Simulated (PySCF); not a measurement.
Compound: Sn(OH)Me3, C3H10OSn.
Bonds: Sn1–O2, Sn1–C4, Sn1–C8, Sn1–C12. Hydrogens: H3 on O2; H5, H6, H7 on C4; H9, H10, H11 on C8; H13, H14, H15 on C12.

Level of theory: PBE0-D3(BJ)/def2-SVP geometry optimisation, gas phase, def2 core potentials past Kr (PySCF 2.14.0).

(1) What internal coordinates does the optimisation give?

## Answers

(1) 
| bond | length (pm) |
| --- | --- |
| Sn1–O2 | 200.2 |
| Sn1–C4, Sn1–C12 | 215.2 |
| Sn1–C8 | 213.9 |
| O2–H3 | 96.3 |
| C4–H5 and 8 like bonds | 109.9 |

Bonds in one row agree within 1 pm and their mean is given. A selection of angles:
| angle | degrees |
| --- | --- |
| O2–Sn1–C4 | 108.3 |
| O2–Sn1–C8 | 102.5 |
| O2–Sn1–C12 | 108.8 |
| C4–Sn1–C8 | 112.5 |
| C4–Sn1–C12 | 111.7 |
| Sn1–O2–H3 | 112.7 |
| Sn1–C4–H5 | 110.1 |
| Sn1–C4–H6 | 110.9 |
| H5–C4–H6 | 108.6 |

Torsions: H3–O2–Sn1–C4 -59° (synclinal). The mirror-image conformer, all signs reversed, is as good.

O2 (oxygen bonded to Sn and H) is bent (angle 112.7°). Sn1 (tin bonded to 3 C and O) is distorted tetrahedral (angles from 102.5° to 112.5°).

Point group: near Cs, missed by 0.20 Å at most; the miss may be what the optimiser left on a soft mode. Stationary, but not proved a minimum.
